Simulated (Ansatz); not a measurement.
Al10Sb9Cl3, 22 atoms. Hardware: 2 threads of AMD EPYC 7R13 on a shared host and a share (18 GiB) of an NVIDIA H100 80GB HBM3.

In the def2 sets Sb takes a core potential; there is no spin–orbit coupling. Correlated methods freeze 101 core orbitals; core or outer-core shells of Sb are correlated, in sets that lack core-valence functions. Single mean-field runs in def2-SVP are fitted with def2-universal-jkfit.

Q: How many basis functions does each of these Ansatz runs have, and roughly what does it cost? PBE with 35 % exact exchange/def2-SVP, charge 0 singlet, energy, from earlier orbitals; LC-ωPBE/def2-SVP, charge 0 singlet, energy, from earlier orbitals; PBE-D4/def2-SVP, charge -1 doublet at the geometry of the charge 0 singlet, energy, from earlier orbitals; PBE with 50 % exact exchange/def2-SVP, charge 0 singlet, energy, from earlier orbitals; PBE-D4/def2-SVP, charge 1 doublet at the geometry of the charge 0 singlet, energy, from earlier orbitals; r2SCAN-D4/def2-SVP, charge 0 singlet, energy, from earlier orbitals; B3LYP-D4/def2-SVP, charge -1 doublet at the geometry of the charge 0 singlet, energy, from earlier orbitals; PBE-D4/def2-SVP, charge 0 triplet at the geometry of the charge 0 singlet, energy, from earlier orbitals; PBE with 10 % exact exchange/def2-SVP, charge 0 singlet, energy, from earlier orbitals; PBE with 15 % exact exchange/def2-SVP, charge 0 singlet, energy, from earlier orbitals; MP2/def2-SVP, charge 0 singlet, energy, from earlier orbitals; RPA@PBE/def2-SVP, charge 0 singlet, energy, from earlier orbitals.

A: Other jobs shared the machine, so times can vary by a factor of up to 3.

```json
{"run": "PBE with 35 % exact exchange/def2-SVP, charge 0 singlet, energy, from earlier orbitals", "functions": "468", "fitting or Cholesky vectors": "3626", "wall time": "6 s", "peak host memory (GiB)": "1.1"}
{"run": "PBE with 10 % exact exchange/def2-SVP, charge 0 singlet, energy, from earlier orbitals", "functions": "468", "fitting or Cholesky vectors": "3626", "wall time": "6.5 s", "peak host memory (GiB)": "1.1"}
{"run": "PBE with 50 % exact exchange/def2-SVP, charge 0 singlet, energy, from earlier orbitals", "functions": "468", "fitting or Cholesky vectors": "3626", "wall time": "6.5 s", "peak host memory (GiB)": "1.1"}
{"run": "PBE with 15 % exact exchange/def2-SVP, charge 0 singlet, energy, from earlier orbitals", "functions": "468", "fitting or Cholesky vectors": "3626", "wall time": "7 s", "peak host memory (GiB)": "1.1"}
{"run": "r2SCAN-D4/def2-SVP, charge 0 singlet, energy, from earlier orbitals", "functions": "468", "fitting or Cholesky vectors": "3626", "wall time": "9 s", "peak host memory (GiB)": "1.1"}
{"run": "LC-ωPBE/def2-SVP, charge 0 singlet, energy, from earlier orbitals", "functions": "468", "fitting or Cholesky vectors": "3626", "wall time": "9 s", "peak host memory (GiB)": "1.2"}
{"run": "PBE-D4/def2-SVP, charge 0 triplet at the geometry of the charge 0 singlet, energy, from earlier orbitals", "functions": "468", "fitting or Cholesky vectors": "3626", "wall time": "10 s", "peak host memory (GiB)": "1.2"}
{"run": "MP2/def2-SVP, charge 0 singlet, energy, from earlier orbitals", "functions": "468", "fitting or Cholesky vectors": "5060", "wall time": "12 s", "peak host memory (GiB)": "1.3"}
{"run": "RPA@PBE/def2-SVP, charge 0 singlet, energy, from earlier orbitals", "functions": "468", "fitting or Cholesky vectors": "5060", "wall time": "12 s", "peak host memory (GiB)": "3.2"}
{"run": "PBE-D4/def2-SVP, charge -1 doublet at the geometry of the charge 0 singlet, energy, from earlier orbitals", "functions": "468", "fitting or Cholesky vectors": "3626", "wall time": "14 s", "peak host memory (GiB)": "1.2"}
{"run": "PBE-D4/def2-SVP, charge 1 doublet at the geometry of the charge 0 singlet, energy, from earlier orbitals", "functions": "468", "fitting or Cholesky vectors": "3626", "wall time": "14 s", "peak host memory (GiB)": "1.2"}
{"run": "B3LYP-D4/def2-SVP, charge -1 doublet at the geometry of the charge 0 singlet, energy, from earlier orbitals", "functions": "468", "fitting or Cholesky vectors": "3626", "wall time": "26 s", "peak host memory (GiB)": "1.2"}
```
